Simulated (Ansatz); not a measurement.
`B[SiH2][GeH2][SiH3]` → `[BH2][GeH2][SiH3]` + `[SiH2]` at 500 K and 1 bar (silylene formation by 1,1-elimination).

Computed with Ansatz on PBE0-D4/def2-TZVP structures; ΔE is electronic, products minus reactants. CBS: MP2 limit from def2 TZ/QZ plus the TZ coupled-cluster correction, frozen cores. This one scheme is used for every species. For Ge outer-core shells are correlated without core-valence functions, which leaves a few kJ/mol of doubt a bond. Scalar relativity is left out up to krypton. Each species was taken in one conformer, which may not be the lowest.

```
              species  CCSD(T)/CBS energy (Eh)  H − E (kJ/mol)  S (J/(mol·K))
`B[SiH2][GeH2][SiH3]`              -2684.43718           266.1          500.5
  `[BH2][GeH2][SiH3]`              -2394.15199           205.0          410.9
             `[SiH2]`               -290.19011            48.0          226.5
```

H − E and S are ideal-gas, rigid-rotor, harmonic terms from PBE0-D4/def2-TZVP, for one conformer and one mirror image of each species. 1 Eh = 2625.50 kJ/mol, R = 8.31446 J/(mol·K).

Problem. By hand: ΔE, ΔH, ΔS and ΔG.

Solution. ΔE = (-2394.15199) + (-290.19011) − (-2684.43718) = 0.09508 Eh = 249.6 kJ/mol. Δ(H − E) = 205.0 + 48.0 − 266.1 = -13.1, so ΔH = 236.5 kJ/mol. ΔS = 410.9 + 226.5 − 500.5 = 136.9 J/(mol·K). ΔG = 236.5 − 500 × (136.9)/1000 = 168.1 kJ/mol.

Problem. By hand: the equilibrium constant, and the temperature at which ΔG would vanish if ΔH and ΔS stayed fixed.

Solution. log₁₀ K = −ΔG/(RT ln 10) = -17.6. ΔG = 0 at ΔH/ΔS = 1728 K.

The number of gas molecules changes by +1, which sets the sign of ΔS. A doubt of 5 kJ/mol in ΔE shifts log₁₀ K by 0.5 here. Other conformers and mirror images would add mixing entropy, several J/(mol·K) or more a flexible species. Modes under 60 cm⁻¹, often nearly free rotors, make the harmonic entropy too high. These are equilibria of isolated gas molecules and say nothing of rates. Largest T1 diagnostic: 0.014 (customary marks: 0.02 for closed shells, 0.045 for open ones).
